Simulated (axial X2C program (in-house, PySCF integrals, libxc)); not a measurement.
## Low determinants of BeS⁺ at the PBE0 level, with spin–orbit coupling

Computed with an axial X2C code built on PySCF integrals. Two-component (2c) means X2C with spin–orbit coupling and atomic mean-field two-electron Coulomb and Gaunt terms. Basis: S dyall-av3z [9s8p3d2f], Be dyall-cv3z [8s8p3d1f] (cores contracted in-house); Gaussian nuclei, density fitting, unrestricted open shells. Masses: S 31.972 u, Be 9.012 u.

Search at 1.840 Å (vertical energies from the lowest determinant):

```json
{"ΔE (eV)": "0.00", "state": "Ω = 3/2", "electrons beyond evenly filled partner blocks": "ω = 3/2", "electrons in ±ω = 1/2, 3/2, 5/2, 7/2": "16 3 0 0"}
{"ΔE (eV)": "0.04", "state": "Ω = 1/2", "electrons beyond evenly filled partner blocks": "ω = 1/2", "electrons in ±ω = 1/2, 3/2, 5/2, 7/2": "15 4 0 0"}
{"ΔE (eV)": "2.11", "state": "Ω = 1/2", "electrons beyond evenly filled partner blocks": "2 × ω = -1/2, ω = 3/2", "electrons in ±ω = 1/2, 3/2, 5/2, 7/2": "16 3 0 0"}
{"ΔE (eV)": "3.29", "state": "Ω = 1/2", "electrons beyond evenly filled partner blocks": "ω = 1/2", "electrons in ±ω = 1/2, 3/2, 5/2, 7/2": "17 2 0 0"}
{"ΔE (eV)": "3.34", "state": "Ω = 5/2", "electrons beyond evenly filled partner blocks": "2 × ω = 1/2, ω = 3/2", "electrons in ±ω = 1/2, 3/2, 5/2, 7/2": "16 3 0 0"}
{"ΔE (eV)": "4.51", "state": "Ω = 5/2", "electrons beyond evenly filled partner blocks": "ω = -1/2, 2 × ω = 3/2", "electrons in ±ω = 1/2, 3/2, 5/2, 7/2": "15 4 0 0"}
{"ΔE (eV)": "5.92", "state": "Ω = 7/2", "electrons beyond evenly filled partner blocks": "ω = 1/2, 2 × ω = 3/2", "electrons in ±ω = 1/2, 3/2, 5/2, 7/2": "15 4 0 0"}
```

Lowest determinant, Ω = 3/2 (⟨Sz⟩ = 0.50, ⟨Lz⟩ = 1.00 at PBE0): Re = 1.835 Å, ωe = 877.3 cm⁻¹.

The determinant in row 2 of the search, Ω = 1/2 (⟨Sz⟩ = -0.50, ⟨Lz⟩ = 1.00 at PBE0), was followed along the bond at PBE0; measured from the minimum of the lowest determinant it gives:

Te = 0.042 eV (339 cm⁻¹), Re = 1.835 Å, ωe = 878.0 cm⁻¹.

Question: Compare the bond of the determinant in row 2 with that of the lowest one.

Answer: At PBE0 its Re is the same within 0.001 Å and its force constant, which goes as ωe², is 1.00 times that of the lowest determinant. T0 ≈ Te + Δωe/2 = 339 + (0) = 339 cm⁻¹.

The search compares states at one distance, so a state with another bond length can lie lower; it is not exhaustive and yields mostly the lowest determinant of each block pattern, so other components and higher states of one pattern are missing. These are energies of single determinants, not of spin-adapted states; PBE0 term energies can be off by some tenths of an eV, and the functional has no current term.
